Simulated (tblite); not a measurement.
A geometry optimisation, step by step.

Species: C₂H₁₃Ge₂NSi.
Atom-mapped SMILES: `[CH3:1][N:2]([CH3:3])[GeH2:4][GeH2:5][SiH3:6]` (hydrogens: H7, H8, H9 on C1; H10, H11, H12 on C3; H13, H14 on Ge4; H15, H16 on Ge5; H17, H18, H19 on Si6)

Computed with GFN2-xTB (tblite), gas phase: L-BFGS steps from a force-field or distance-geometry start until the largest atomic force falls under 0.01 eV/Å. 9 of its 166 geometries are shown.

Step 0: E = -527.9010 eV, largest atomic force 1.996 eV/Å
```
atom  x, y, z in Å  |  force x, y, z in eV/Å
C1     -1.665    1.073    0.766    0.215   0.983   0.625
N2     -1.737    0.078   -0.268    0.134   0.255   0.120
C3     -2.747   -0.916   -0.090   -1.927  -0.287  -0.436
Ge4    -0.088   -0.589   -0.767    0.701   0.343   0.157
Ge5     1.523    0.275    0.804   -0.319   0.230   0.301
Si6     3.658    0.142   -0.029    0.517  -0.251  -0.058
H7     -2.644    1.575    0.969    0.557  -0.583  -0.313
H8     -1.264    0.704    1.745   -0.324   0.005  -0.352
H9     -0.957    1.877    0.452   -0.578  -0.455   0.033
H10    -3.603   -0.574    0.565    0.872  -0.074  -0.654
H11    -3.176   -1.104   -1.117    0.201  -0.152   0.913
H12    -2.418   -1.874    0.332    0.115   0.070  -0.037
H13    -0.028   -2.133   -0.804   -0.252   0.309  -0.236
H14     0.245   -0.013   -2.167   -0.244  -0.350   0.197
H15     1.394   -0.507    2.130   -0.035   0.307  -0.195
H16     1.135    1.745    1.170    0.243  -0.570   0.056
H17     3.618    0.580   -1.423    0.097  -0.001  -0.049
H18     4.635    0.930    0.713    0.041   0.099   0.011
H19     4.109   -1.258    0.040   -0.015   0.121  -0.084
```

Step 21: E = -528.2399 eV, largest atomic force 0.209 eV/Å
```
atom  x, y, z in Å  |  force x, y, z in eV/Å
C1     -1.808    1.089    0.791   -0.031  -0.019  -0.034
N2     -1.778    0.077   -0.242    0.093   0.028  -0.166
C3     -2.815   -0.931   -0.095    0.001   0.047  -0.006
Ge4    -0.087   -0.510   -0.725   -0.048   0.027   0.134
Ge5     1.647    0.246    0.775    0.186   0.008   0.095
Si6     3.856    0.105   -0.036   -0.117   0.025   0.018
H7     -2.823    1.468    0.884   -0.100   0.111   0.061
H8     -1.483    0.717    1.770    0.003  -0.005   0.141
H9     -1.162    1.920    0.505    0.033  -0.035  -0.028
H10    -3.663   -0.495    0.429   -0.094  -0.021   0.023
H11    -3.157   -1.246   -1.082    0.101  -0.051  -0.007
H12    -2.482   -1.813    0.460   -0.052  -0.050   0.049
H13    -0.193   -2.020   -0.875    0.028  -0.022   0.008
H14     0.129   -0.046   -2.150   -0.012   0.066  -0.093
H15     1.436   -0.456    2.118    0.042  -0.014  -0.126
H16     1.358    1.670    1.238   -0.045  -0.046  -0.096
H17     3.862    0.560   -1.421   -0.019   0.055  -0.149
H18     4.799    0.937    0.699    0.014   0.085   0.131
H19     4.354   -1.261   -0.020    0.019  -0.188   0.042
```

Step 41: E = -528.3190 eV, largest atomic force 0.116 eV/Å
```
atom  x, y, z in Å  |  force x, y, z in eV/Å
C1     -1.947    1.108    0.847   -0.005   0.013   0.038
N2     -1.824    0.097   -0.180   -0.041   0.041   0.007
C3     -2.822   -0.948   -0.066   -0.039  -0.032   0.005
Ge4    -0.136   -0.434   -0.712    0.068  -0.071  -0.022
Ge5     1.753    0.207    0.649   -0.027  -0.037   0.015
Si6     3.979    0.070   -0.085    0.022   0.009  -0.007
H7     -2.957    1.530    0.820    0.039   0.007   0.006
H8     -1.764    0.731    1.863   -0.009  -0.026  -0.012
H9     -1.237    1.911    0.643    0.004  -0.036   0.003
H10    -3.803   -0.495    0.115    0.072  -0.050  -0.076
H11    -2.852   -1.494   -1.012   -0.033   0.013   0.106
H12    -2.623   -1.662    0.745   -0.033   0.054   0.009
H13    -0.223   -1.945   -0.900    0.010   0.035  -0.044
H14    -0.037    0.098   -2.136    0.036  -0.007  -0.003
H15     1.634   -0.531    1.980   -0.065   0.023  -0.065
H16     1.468    1.613    1.133   -0.011   0.070   0.036
H17     4.136    0.532   -1.463   -0.034   0.022  -0.010
H18     4.776    0.929    0.793    0.045  -0.033  -0.017
H19     4.469   -1.307   -0.009    0.000   0.007   0.031
```

Step 62: E = -528.3581 eV, largest atomic force 0.052 eV/Å
```
atom  x, y, z in Å  |  force x, y, z in eV/Å
C1     -1.909    1.066    0.873    0.000  -0.004  -0.007
N2     -1.800    0.067   -0.167    0.011  -0.008  -0.010
C3     -2.816   -0.953   -0.026    0.002   0.004   0.001
Ge4    -0.123   -0.403   -0.781    0.014  -0.001  -0.015
Ge5     1.727    0.260    0.619   -0.023  -0.002  -0.001
Si6     3.962    0.080   -0.077   -0.001  -0.007  -0.006
H7     -2.875    1.573    0.797   -0.012   0.007  -0.006
H8     -1.834    0.634    1.881    0.013   0.003   0.007
H9     -1.121    1.808    0.750    0.001   0.010  -0.008
H10    -3.805   -0.498   -0.133   -0.004  -0.008   0.012
H11    -2.694   -1.697   -0.812    0.019   0.002   0.009
H12    -2.773   -1.455    0.950   -0.029  -0.008  -0.010
H13    -0.177   -1.902   -1.036    0.002   0.000  -0.028
H14    -0.048    0.181   -2.193   -0.011   0.006   0.050
H15     1.527   -0.521    1.908   -0.002   0.011   0.022
H16     1.425    1.656    1.139    0.014   0.003  -0.007
H17     4.115    0.532   -1.459   -0.010   0.010  -0.018
H18     4.822    0.897    0.778   -0.005  -0.007   0.009
H19     4.388   -1.317    0.012    0.021  -0.011   0.004
```

Step 82: E = -528.3662 eV, largest atomic force 0.044 eV/Å
```
atom  x, y, z in Å  |  force x, y, z in eV/Å
C1     -1.915    1.058    0.870   -0.007   0.002  -0.008
N2     -1.791    0.021   -0.128    0.011   0.007  -0.005
C3     -2.825   -0.982   -0.005    0.000   0.015  -0.005
Ge4    -0.121   -0.393   -0.775   -0.002  -0.010  -0.012
Ge5     1.736    0.228    0.636    0.021   0.011  -0.003
Si6     3.969    0.047   -0.075   -0.018  -0.001  -0.001
H7     -2.882    1.560    0.770   -0.007  -0.016  -0.004
H8     -1.840    0.668    1.895   -0.002   0.007  -0.016
H9     -1.130    1.801    0.721   -0.008  -0.017   0.002
H10    -3.799   -0.531   -0.220   -0.015  -0.003   0.005
H11    -2.648   -1.775   -0.731    0.011   0.014   0.040
H12    -2.872   -1.419    1.002    0.025  -0.010  -0.011
H13    -0.187   -1.859   -1.173   -0.005   0.008  -0.003
H14    -0.041    0.326   -2.123    0.000   0.013   0.013
H15     1.519   -0.461    1.973    0.000  -0.005   0.002
H16     1.474    1.663    1.067   -0.010  -0.005   0.001
H17     4.089    0.524   -1.453    0.007   0.003  -0.005
H18     4.817    0.872    0.786    0.010  -0.008  -0.001
H19     4.437   -1.338   -0.015   -0.011  -0.005   0.011
```

Step 103: E = -528.3771 eV, largest atomic force 0.123 eV/Å
```
atom  x, y, z in Å  |  force x, y, z in eV/Å
C1     -2.003    1.100    0.807    0.023  -0.065  -0.039
N2     -1.830    0.027   -0.149    0.019  -0.028  -0.017
C3     -2.773   -1.048    0.066   -0.017   0.001   0.030
Ge4    -0.134   -0.310   -0.789    0.003  -0.031  -0.036
Ge5     1.759    0.218    0.641   -0.064   0.030  -0.003
Si6     3.988   -0.010   -0.064    0.072  -0.022  -0.015
H7     -2.997    1.546    0.694    0.048  -0.037   0.004
H8     -1.901    0.748    1.844   -0.008   0.045  -0.025
H9     -1.254    1.874    0.626   -0.043  -0.036  -0.013
H10    -3.787   -0.691   -0.148    0.052  -0.029   0.015
H11    -2.546   -1.873   -0.611   -0.007   0.077   0.023
H12    -2.759   -1.426    1.098    0.011   0.022  -0.014
H13    -0.220   -1.718   -1.376    0.011   0.105   0.064
H14    -0.035    0.583   -2.027   -0.016   0.006   0.031
H15     1.577   -0.465    1.991   -0.050  -0.004  -0.017
H16     1.481    1.656    1.070    0.042  -0.040   0.006
H17     4.156    0.454   -1.441   -0.028   0.022  -0.005
H18     4.886    0.763    0.799   -0.048  -0.026  -0.009
H19     4.381   -1.420   -0.009   -0.001   0.010   0.020
```

Step 124: E = -528.4386 eV, largest atomic force 0.126 eV/Å
```
atom  x, y, z in Å  |  force x, y, z in eV/Å
C1     -2.222    1.175    0.561   -0.044   0.087   0.011
N2     -1.872    0.022   -0.238   -0.035   0.040   0.114
C3     -2.478   -1.181    0.290    0.017   0.061   0.010
Ge4    -0.145    0.004   -0.871    0.005  -0.043  -0.047
Ge5     1.734    0.205    0.658   -0.001   0.031   0.002
Si6     3.948   -0.225   -0.014   -0.048  -0.005  -0.010
H7     -3.297    1.364    0.493   -0.018  -0.072   0.053
H8     -1.956    1.054    1.622   -0.015   0.001  -0.051
H9     -1.708    2.055    0.174    0.053  -0.008  -0.022
H10    -3.564   -1.040    0.326    0.071  -0.072  -0.010
H11    -2.249   -2.015   -0.372    0.009  -0.008  -0.010
H12    -2.132   -1.428    1.305   -0.028   0.029  -0.041
H13    -0.118   -1.230   -1.762   -0.008   0.079   0.025
H14    -0.184    1.213   -1.791    0.020  -0.042  -0.042
H15     1.379   -0.613    1.898    0.020   0.061  -0.013
H16     1.621    1.614    1.242   -0.023  -0.108   0.003
H17     4.168    0.257   -1.379   -0.011   0.008  -0.004
H18     4.901    0.449    0.870   -0.022  -0.046   0.009
H19     4.165   -1.671    0.010    0.060   0.007   0.023
```

Step 144: E = -528.4627 eV, largest atomic force 0.040 eV/Å
```
atom  x, y, z in Å  |  force x, y, z in eV/Å
C1     -2.382    1.209    0.484    0.019  -0.004   0.010
N2     -1.878    0.065   -0.242    0.010   0.021  -0.022
C3     -2.253   -1.175    0.396    0.010   0.000  -0.006
Ge4    -0.175    0.180   -0.932    0.011  -0.024   0.015
Ge5     1.708    0.182    0.605   -0.008  -0.008  -0.021
Si6     3.920   -0.345    0.002   -0.005   0.002   0.004
H7     -3.475    1.198    0.465   -0.012   0.009   0.017
H8     -2.058    1.223    1.533    0.007  -0.001  -0.007
H9     -2.033    2.121   -0.001   -0.016   0.004  -0.008
H10    -3.341   -1.237    0.468   -0.025  -0.001  -0.012
H11    -1.895   -2.009   -0.207    0.013  -0.001  -0.009
H12    -1.841   -1.270    1.410    0.005  -0.014   0.037
H13    -0.150   -0.987   -1.904    0.004   0.009   0.004
H14    -0.260    1.433   -1.781    0.001   0.006  -0.014
H15     1.278   -0.719    1.754   -0.009  -0.009   0.022
H16     1.645    1.515    1.337    0.001  -0.004  -0.009
H17     4.211    0.149   -1.344    0.003   0.001   0.001
H18     4.850    0.270    0.949    0.002   0.004  -0.002
H19     4.118   -1.795    0.030   -0.012   0.010  -0.003
```

Step 165: E = -528.4648 eV, largest atomic force 0.009 eV/Å
```
atom  x, y, z in Å  |  force x, y, z in eV/Å
C1     -2.349    1.212    0.497   -0.007   0.000  -0.006
N2     -1.877    0.068   -0.250    0.002  -0.002   0.004
C3     -2.266   -1.174    0.378   -0.002  -0.007   0.003
Ge4    -0.170    0.158   -0.936   -0.003   0.000   0.005
Ge5     1.693    0.174    0.620   -0.002   0.001   0.000
Si6     3.904   -0.336    0.007    0.002   0.006  -0.002
H7     -3.442    1.203    0.529    0.001  -0.006   0.007
H8     -1.978    1.227    1.532    0.004  -0.001  -0.004
H9     -2.024    2.124   -0.004    0.005  -0.004  -0.002
H10    -3.356   -1.235    0.429    0.001   0.009   0.000
H11    -1.899   -2.006   -0.222    0.002   0.006  -0.002
H12    -1.872   -1.276    1.399   -0.003   0.002  -0.001
H13    -0.147   -1.020   -1.891    0.000   0.000  -0.005
H14    -0.232    1.399   -1.805   -0.005   0.001  -0.003
H15     1.254   -0.701    1.788    0.006  -0.004  -0.001
H16     1.625    1.523    1.321   -0.001   0.006   0.000
H17     4.178    0.169   -1.339    0.003  -0.002  -0.001
H18     4.840    0.284    0.944   -0.001  -0.001   0.007
H19     4.109   -1.784    0.023   -0.003  -0.004   0.001
```

Question: Summarise the path.

Answer: The energy falls by 13.00 kcal/mol from step 0 to step 165; nine tenths of that is first reached at step 113. It falls at every step. The largest force goes from 1.996 to 0.009 eV/Å. Among the bonds Ge5–Si6 changes most, from 2.296 to 2.351 Å; the atoms move by 0.955 Å rms after alignment.

Question: Follow the three bonds and two angles with the largest change from start to end.

Answer: 
| step | E above end (kcal/mol) | largest force (eV/Å) | Ge5–Si6 (Å) | Ge5–H16 (Å) | C3–H11 (Å) | Ge4–Ge5–Si6 (°) | N2–Ge4–H13 (°) |
| --- | --- | --- | --- | --- | --- | --- | --- |
| 0 | 13.00 | 1.996 | 2.296 | 1.564 | 1.129 | 111.4 | 113.7 |
| 7 | 7.26 | 0.233 | 2.308 | 1.502 | 1.095 | 111.7 | 108.9 |
| 14 | 6.11 | 0.260 | 2.350 | 1.510 | 1.092 | 111.9 | 106.3 |
| 22 | 5.02 | 0.264 | 2.361 | 1.519 | 1.093 | 117.2 | 106.3 |
| 29 | 4.23 | 0.111 | 2.358 | 1.521 | 1.092 | 121.4 | 105.6 |
| 36 | 3.65 | 0.172 | 2.346 | 1.523 | 1.089 | 123.4 | 105.5 |
| 43 | 3.24 | 0.132 | 2.346 | 1.519 | 1.091 | 122.8 | 106.0 |
| 50 | 2.78 | 0.118 | 2.348 | 1.518 | 1.090 | 122.4 | 106.2 |
| 57 | 2.52 | 0.097 | 2.356 | 1.521 | 1.089 | 122.6 | 105.9 |
| 65 | 2.43 | 0.075 | 2.352 | 1.519 | 1.088 | 122.3 | 105.7 |
| 72 | 2.35 | 0.046 | 2.353 | 1.521 | 1.088 | 122.5 | 106.5 |
| 79 | 2.29 | 0.032 | 2.349 | 1.521 | 1.089 | 122.3 | 106.0 |
| 86 | 2.25 | 0.034 | 2.347 | 1.521 | 1.089 | 122.1 | 105.1 |
| 93 | 2.21 | 0.047 | 2.350 | 1.521 | 1.088 | 122.6 | 104.6 |
| 100 | 2.11 | 0.071 | 2.354 | 1.521 | 1.087 | 123.1 | 104.7 |
| 108 | 1.61 | 0.161 | 2.365 | 1.524 | 1.087 | 120.5 | 104.3 |
| 115 | 1.06 | 0.135 | 2.351 | 1.526 | 1.091 | 121.8 | 102.2 |
| 122 | 0.71 | 0.129 | 2.348 | 1.527 | 1.091 | 121.9 | 103.1 |
| 129 | 0.32 | 0.081 | 2.352 | 1.521 | 1.090 | 123.5 | 103.9 |
| 136 | 0.14 | 0.093 | 2.355 | 1.519 | 1.090 | 124.7 | 102.8 |
| 143 | 0.05 | 0.043 | 2.353 | 1.523 | 1.089 | 124.6 | 102.1 |
| 151 | 0.02 | 0.027 | 2.350 | 1.523 | 1.090 | 124.2 | 102.0 |
| 158 | 0.01 | 0.022 | 2.350 | 1.522 | 1.090 | 123.6 | 102.2 |
| 165 | 0.00 | 0.009 | 2.351 | 1.522 | 1.090 | 123.6 | 102.1 |

The cost below is that of the whole relaxation. Hardware: an Arm Neoverse V2 with one thread, on a shared host. Cost: 1.2 s wall.
